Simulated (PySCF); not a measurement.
Computed IR spectrum (relative IR intensity) of a molecule C3H4O3. Geometry: B3LYP-D3(BJ)/def2-SVP. One conformer was computed; it need not be the lowest. Method: B3LYP-D3(BJ)/def2-SVP run with PySCF. No scaling factor is applied to the harmonic values.

Lines under 2 % of the strongest are left out, and lines within 2 cm⁻¹ are merged.

| ν (cm⁻¹) | relative intensity |
|---|---|
| 771 | 4.1 |
| 967 | 2.0 |
| 1083 | 2.9 |
| 1124 | 31 |
| 1144 | 40 |
| 1158 | 5.0 |
| 1235 | 4.1 |
| 1401 | 8.5 |
| 1960 | 100 |
| 3049 | 4.2 |
| 3052 | 5.7 |
| 3137 | 3.2 |

**Question.** Which structure fits?
A. O=C1OCCO1
B. O=CC1OCO1
C. CC1OC(=O)O1

**Answer.** A, O=C1OCCO1
